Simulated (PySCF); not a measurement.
**Ca¹²⁺: ionisation energy**

Ca¹²⁺ [He] 2s2 2p4 [2p1/2^2 2p3/2^2, M_J = 2] → Ca¹³⁺ [He] 2s2 2p3 [2p1/2^2 2p3/2^1, M_J = 3/2], as a difference of total energies. All numbers are calculated (PySCF 2.14, the two-component X2C-1e Hamiltonian, in an even-tempered Gaussian basis (18 s from 2 bohr⁻², ratio 2.4; 11 p from 2.6 bohr⁻², ratio 2.4; 5 d from 12 bohr⁻², ratio 2.6; 5 f from 18 bohr⁻², ratio 2.6)). Correlated levels: nothing frozen; the 30 highest virtual spinors dropped. "Screened" scales the spin-orbit matrix elements by Boettger's factors to mimic the two-electron term; Breit and QED terms are absent.

| method | ionisation energy (eV) |
| --- | --- |
| GHF (spin-free) | 725.14 |
| GMP2 (spin-free) | 726.67 |
| GHF (screened spin-orbit) | 726.52 |
| GMP2 (screened spin-orbit) | 728.03 |

Question: How much does correlation contribute at GMP2 (screened spin-orbit)?

Answer: 728.03 − (726.52) = 1.51 eV, measured against GHF (screened spin-orbit).

The labels give the starting determinants; with spin-orbit coupling the two ends relaxed to ⟨J²⟩ = 6.00, ⟨L²⟩ = 2.12, ⟨S²⟩ = 1.94 and ⟨J²⟩ = 3.75, ⟨L²⟩ = 0.03, ⟨S²⟩ = 3.71.

For comparison: 728.6 ± 1.1 eV (semi-empirical (NIST evaluation); NIST Atomic Spectra Database, ionization energies).
